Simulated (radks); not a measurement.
Effect of the nuclear size on the titanium ion Ti+, [Ar] 3d2 4s1. Calculated with a radial shooting solver on a logarithmic mesh with Libxc functionals: Dirac Kohn-Sham, LDA (Slater exchange, Perdew-Wang correlation), spin-unpolarised, spherical densities, finite nucleus; open shells fill j = l - 1/2 first; Fermi nuclear charge, rms radius 3.5921 fm. The rms radius is varied about that value; shifts are against it.

rms radius (fm)  total energy shift (eV)  density at nucleus (e/bohr^3)  1s1/2 shift (meV)  2s1/2 shift (meV)  3s1/2 shift (meV)
3.0066                           -0.0145                           8487              -6.16             -0.513             -0.068
3.3622                          -0.00601                           8458              -2.54             -0.212             -0.028
3.5921                                 0                           8441              0.000              0.000              0.000
3.8615                           0.00753                           8422               3.19              0.265              0.035
3.9549                            0.0103                           8416               4.35              0.362              0.048

Slopes of the eigenvalues against <r^2> in GHz/fm^2, as finite differences over the two radii next to the reference (eigenvalue slopes, not the field-shift constants of lines): 1s1/2 384, 2s1/2 32.0, 3s1/2 4.26.
